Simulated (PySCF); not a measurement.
# Polarisability and C₆ of Ga (gallium, neutral)

[Ar] 3d10 4s2 4p1, 2P determinant. All numbers are calculated (PySCF 2.14, a scalar-relativistic core potential, in aug-cc-pV5Z-PP with ECP10MDF). Coupled (time-dependent) response in atomic units; α is the mean over directions.

```csv
method,mean α (bohr³),"α xx, yy, zz",C₆ (like pair),S(−4)
PBE0,59.62,"45.16, 88.54, 45.16",503.7,2653
PW91,63.67,"46.63, 97.74, 46.63",531.6,3496
```

S(−4) is the Cauchy moment in α(ω) = α(0) + S(−4) ω² + …

Reference α: 50 ± 3 bohr³ (recommended; Schwerdtfeger and Nagle, table of static dipole polarizabilities (2023 update)). Published C₆: 498.0 (Chu and Dalgarno (2004); Tang, Norbeck and Certain (1976)).

Spin-orbit coupling is absent.

α(iu) at PBE0:

```json
{"u (hartree)": "0", "α(iu) (bohr³)": "59.62"}
{"u (hartree)": "0.0500", "α(iu) (bohr³)": "53.99"}
{"u (hartree)": "0.100", "α(iu) (bohr³)": "43.69"}
{"u (hartree)": "0.200", "α(iu) (bohr³)": "27.79"}
{"u (hartree)": "0.300", "α(iu) (bohr³)": "18.63"}
{"u (hartree)": "0.500", "α(iu) (bohr³)": "9.844"}
{"u (hartree)": "0.750", "α(iu) (bohr³)": "5.545"}
{"u (hartree)": "1.00", "α(iu) (bohr³)": "3.646"}
{"u (hartree)": "1.50", "α(iu) (bohr³)": "2.024"}
{"u (hartree)": "2.00", "α(iu) (bohr³)": "1.337"}
{"u (hartree)": "3.00", "α(iu) (bohr³)": "0.7389"}
{"u (hartree)": "5.00", "α(iu) (bohr³)": "0.3332"}
```

A single London oscillator, α(iu) = α/(1 + u²/ω²), gives C₆ = (3/4) ω α². Matching the computed C₆ needs ω = 4 × 503.7 / (3 × 59.62²) = 0.189 hartree.

The components differ because the open shell of this determinant is not spherical; for a pure term their mean is the scalar polarisability.

Energies and moments cover only the electrons outside the core potential.
